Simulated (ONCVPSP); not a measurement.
# tin (Sn): one change to an ONCV potential, before and after

- Element: tin
- Generator: ONCVPSP 4.0.1
- Type: optimised norm-conserving Vanderbilt (ONCV)
- Functional: PBE
- Relativity: non-relativistic
- Frozen core: [Kr] 4d10
- Valence charge: 4
- Reference configuration: 5s2 5p2
- Partial waves: 5s: rc 2.00 bohr, ncon 4, nbas 9, qcut 3 1/bohr, 3 projectors, debl 2.1 Ha; 5p: rc 2.85 bohr, ncon 4, nbas 9, qcut 3.1 1/bohr, 2 projectors, debl 2.6 Ha; d scattering state at 0.44 Ha: rc 2.95 bohr, ncon 4, nbas 8, qcut 2.8 1/bohr, 1 projector
- Local potential: polynomial inside 1.55 bohr (lpopt 5, dvloc0 0 Ha)
- Core correction: Teter function fitted to the true core (icmod 2), fcfact 0.4

All-electron outer shells of the reference configuration (PBE, non-relativistic, ld1.x):

```
shell  level (eV)  outermost node (bohr)  outermost maximum (bohr)
   4p      -87.55                   0.41                      0.80
   4d      -27.28                   0.39                      0.88
   5s       -9.81                   1.02                      2.09
   5p       -3.77                   1.10                      2.59
```

Change: s: rc 2.68.

Cutoffs: the cutoffs (Ha) at which the residual kinetic energy of the hardest occupied pseudo-wave falls to 1 and 0.1 mHa per electron; they do not see the model core or the augmentation charge, which bear on the density cutoff. Errors are all-electron minus pseudo energies relative to the spin-unpolarised reference configuration.

Question: What does the change do?

Answer: The potential gets softer (8.7 Ha and 46 Ha → 4.0 Ha and 15 Ha); of the 4 tests that both files solve, the error grows in 0 and shrinks in 2 by more than 15 % and 0.3 meV (median size 21.1 → 17.0 meV); neither file shows a bound ghost. A larger radius leaves more room for a smooth pseudo-wave, so fewer plane waves are needed.

```csv
quantity,base,changed
"cutoff, loose",8.7 Ha,4.0 Ha
"cutoff, tight",46 Ha,15 Ha
loose cutoff by channel,"s 8.7 Ha, p 2.4 Ha","s 4.0 Ha, p 2.4 Ha"
bound ghosts,none,none
GHOST(+) flags under 300 eV,"p at 84.1 eV, s at 89.7 eV","s at 79.3 eV, p at 84.1 eV"
"error for 5s2 5p1, meV [ΔE 6.94 eV]",-1.9,-1.3
"error for 5s2 5p0, meV [ΔE 20.89 eV]",-40,-33
"error for 5s1 5p0, meV [ΔE 50.65 eV]",-238,-266
"error for 5s2 5p1.5, meV [ΔE 2.65 eV]",0.0,+0.1
p: phases at 2.89 bohr within 0.05 rad from the reference energy up to (Ha; the scan ends near 5),1.7,1.7
d: phases at 3.00 bohr within 0.05 rad from the reference energy up to (Ha; the scan ends near 5),1.1,1.1
"rms error of d²Exc/dni dnj with the model core, mHa",0.57,0.17
```

Base: The cutoffs count occupied waves only; projector 3 of the s channel, the hardest unoccupied one, needs 85 Ha at the loose tolerance. Changed file: The cutoffs count occupied waves only; projector 3 of the s channel, the hardest unoccupied one, needs 29 Ha at the loose tolerance.
